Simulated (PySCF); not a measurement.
Spectrum to structure. Computed with TDDFT B3LYP/def2-SVPD, vertical, gas phase, core orbitals frozen in the response (PySCF 2.14.0, density-fitted response routines). Geometries: PBE0-D3(BJ)/def2-SVP, one conformer each.

```tsv
state	E (eV)	f	main configurations (H = HOMO, L = LUMO)
S1	6.47	0.0001	H→L (74%), H→L+2 (17%)
S2	6.74	0.0027	H→L+1 (45%), H-1→L (45%), H-1→L+2 (8%)
S3	6.84	0.0006	H-1→L+1 (91%)
S4	7.53	0.016	H→L+2 (80%), H→L (18%)
S5	7.61	0.034	H-1→L+2 (67%), H-1→L (28%)
S6	8.31	0.018	H→L+3 (94%)
S7	8.40	0.034	H-1→L+3 (90%)
S8	8.84	0.0042	H→L+4 (90%)
S9	8.95	0.0090	H-1→L+4 (89%)
S10	8.97	0.271	H→L+6 (44%), H→L+1 (19%), H-1→L+5 (16%)
```

Orbital energies (eV): HOMO-3 -11.69, HOMO-2 -11.30, HOMO-1 -8.19, HOMO -8.11, LUMO 0.01, LUMO+1 0.36, LUMO+2 0.50.

Question: Which candidate is it?
A. `C#CCC(F)(F)F`
B. `C=[P@](C)(/C=C/C)CP`
C. `CO[C@@H]1COC=C1F`

Answer: A. Its S1, at 6.47 eV, is the highest among the candidates; the nearest of the others has S1 at 5.74 eV. S1 is HOMO→LUMO (74%), HOMO→LUMO+2 (17%). Löwdin shares by element: HOMO carbon 91% or more, hydrogen 4% or more; LUMO carbon 62% or more, hydrogen 8% or more (atoms not listed hold the other 30%). At the same level the other candidates give, for their lowest levels:
- `CO[C@@H]1COC=C1F`: 5.74 eV (f 0.079); 6.06 eV (f 0.042); 6.18 eV (f 0.037); 6.46 eV (f 0.004); 6.69 eV (f 0.013); HOMO -6.31, LUMO -0.03 eV
- `C=[P@](C)(/C=C/C)CP`: 3.46 eV (f 0.081); 4.05 eV (f 0.021); 4.55 eV (f 0.001); 4.81 eV (f 0.037); 5.02 eV (f 0.011); T1 2.90 eV; HOMO -4.75, LUMO -0.61 eV

Conformer computed: `[CH:1]#[C:2][CH2:3][C:4]([F:5])([F:6])[F:7]`: C2–C3–C4–F5 180°.
Triplets come from the Tamm–Dancoff approximation.
